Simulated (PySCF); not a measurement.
# Shapes and spin states of ClCuN

Method: PBE0/[Cu def2-TZVP, N def2-TZVP, Cl def2-TZVP], no relativity, density fitting, PySCF.

Relaxations began from a few typed shapes and spin states; open shells are unrestricted. The search is not exhaustive: other isomers or separated fragments can lie lower, and high-lying points may rest on an excited occupation.

```json
{"spin": "quartet", "group": "C∞v", "bonds": "Cu–Cl 2.098 Å, Cu–N 1.755 Å", "angles": "Cl–Cu–N 180.0°", "imaginary modes (cm⁻¹)": "none", "ΔE (kJ/mol)": "0.0", "ΔE with ZPE (kJ/mol)": "0.0"}
{"spin": "broken-symmetry Ms = 1/2 (⟨S²⟩ 1.64)", "group": "Cs", "bonds": "Cu–Cl 2.079 Å, Cu–N 1.774 Å", "angles": "Cl–Cu–N 153.3°", "imaginary modes (cm⁻¹)": "none", "ΔE (kJ/mol)": "50.1", "ΔE with ZPE (kJ/mol)": "49.9"}
```

The lowest minimum found is the quartet C∞v: Cu–Cl 2.098 Å, Cu–N 1.755 Å; Cl–Cu–N 180.0°.

Formally Cu is in oxidation state +4, d7, with 3 unpaired electrons (the high-spin count). The Mulliken spin on Cu is 0.47, so most of the spin sits on the ligands and the formal count fails. The polar-tensor charge on Cu, 0.45, is far below the formal one.

For the lowest minimum: other spin states or occupations of the open shell can lie lower.
